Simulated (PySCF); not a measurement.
How do the members of this family differ from one of them?

PySCF, wB97X-D/def2-SVPD, density fitting, gas phase; each molecule at its own PBE0-D3(BJ)/def2-SVP geometry, one conformer. Singlet excitations by full TDDFT with frozen cores, triplets by Tamm–Dancoff TDDFT and ionisation energies by ΔSCF, from the lowest of the holes tried. 

Reference: `[H][Si]([H])(C)Cl`, with HOMO energy -10.67 eV, LUMO energy 1.86 eV, lowest singlet excitation 7.72 eV, lowest triplet excitation 7.34 eV, mean polarisability 53.7 au, dipole moment 2.03 D and vertical ionisation energy 11.17 eV.

Changes against it:

```csv
molecule,change,Δ HOMO energy (eV),Δ LUMO energy (eV),Δ lowest singlet excitation (eV),Δ lowest triplet excitation (eV),Δ mean polarisability (au),Δ dipole moment (D),Δ vertical ionisation energy (eV)
[H][Si]([H])(C)Br,one ligand: Cl to Br,+0.53,-0.30,-0.76,-0.78,+8.0,+0.01,-0.54
[H][Si]([H])(C)C(C)(C)C,one ligand: Cl to tBu,+1.18,+0.29,-0.06,+0.17,+36.3,-1.31,-1.60
[H][Si]([H])(C)F,one ligand: Cl to F,-0.55,+0.30,+0.63,+0.55,-13.8,-0.09,+0.59
[H][Si]([H])(C)[Si](C)(C)C,one ligand: Cl to SiMe3,+1.63,+0.09,-0.91,-1.20,+53.2,-1.12,-2.05
[H][Si]([H])(C)N(C)C,one ligand: Cl to NMe2,+2.64,+0.29,-1.77,-1.48,+20.3,-1.10,-3.02
[H][Si]([H])(C)c1ccccc1,one ligand: Cl to Ph,+1.61,-0.79,-2.35,-3.21,+54.2,-1.23,-2.07
[H][Si]([H])(C)OCC,one ligand: Cl to OEt,+0.88,+0.44,-0.27,-0.12,+15.8,-1.74,-1.09
[H][Si]([H])(C)OC(C)C,one ligand: Cl to OiPr,+0.94,+0.44,-0.17,-0.04,+27.4,-1.58,-1.27
```

Rows whose labels were lost:

| row | Δ HOMO energy (eV) | Δ LUMO energy (eV) | Δ lowest singlet excitation (eV) | Δ lowest triplet excitation (eV) | Δ mean polarisability (au) | Δ dipole moment (D) | Δ vertical ionisation energy (eV) |
| --- | --- | --- | --- | --- | --- | --- | --- |
| P | +2.15 | +0.43 | -1.50 | -1.31 | +8.4 | -0.97 | -2.35 |
| Q | +0.83 | -0.08 | -0.52 | -0.93 | +19.7 | -1.16 | -1.05 |
| R | +1.38 | -0.83 | -2.01 | -2.05 | +22.9 | -0.03 | -1.41 |

Problem. Which row belongs to which of `[H][Si]([H])(C)NC` (one ligand: Cl to NHMe), `[H][Si]([H])(C)[SiH3]` (one ligand: Cl to SiH3) and `[H][Si]([H])(C)I` (one ligand: Cl to I)?

Solution. P = `[H][Si]([H])(C)NC`, Q = `[H][Si]([H])(C)[SiH3]` and R = `[H][Si]([H])(C)I`. P and Q are told apart most clearly by the HOMO energy (+2.15 against +0.83 eV); P and R are told apart most clearly by the mean polarisability (+8.4 against +22.9 au); Q and R are told apart most clearly by the lowest singlet excitation (-0.52 against -2.01 eV); P comes close to the labelled row of `[H][Si]([H])(C)N(C)C` in every column.

Problem. Fit a straight line for the change of the lowest singlet excitation against that of the lowest triplet excitation over the labelled rows, and test it on P, Q and R.

Solution. Over the 8 labelled rows the slope is 0.773 eV/eV, the intercept -0.12 eV, r = 0.96 and the standard error 0.27 eV. P: predicted -1.13, computed -1.50 eV; Q: predicted -0.84, computed -0.52 eV; R: predicted -1.70, computed -2.01 eV. The mean miss is 0.33 eV, against 0.76 eV for guessing the labelled rows' mean: the line carries over to these rows.
